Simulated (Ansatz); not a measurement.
A geometry relaxed with B3LYP-D3(BJ)/def2-TZVP (Ansatz, an electronic-structure program), charge 0, multiplicity 1:

```xyz
14

H      2.9598    -0.9864    -0.8467
Si     0.1553    -0.3175     0.5819
Si    -1.2121    -1.8342    -0.5710
Cl     3.0859     1.7345     0.1273
H     -0.1645     2.6109     1.7927
H     -2.2642     1.4201     1.6930
H     -2.3987    -2.1872     0.2450
H     -1.2979     2.3250    -0.3216
Si     2.0312     0.1601    -0.7285
Si    -0.9904     1.6875     0.9815
H     -1.6698    -1.2089    -1.8353
H     -0.4668    -3.0743    -0.8971
H      0.6100    -0.9173     1.8640
H      1.6223     0.5877    -2.0853
```

Problem. Write the SMILES of this molecule.

Solution. `[SiH3][SiH]([SiH3])[SiH2]Cl`
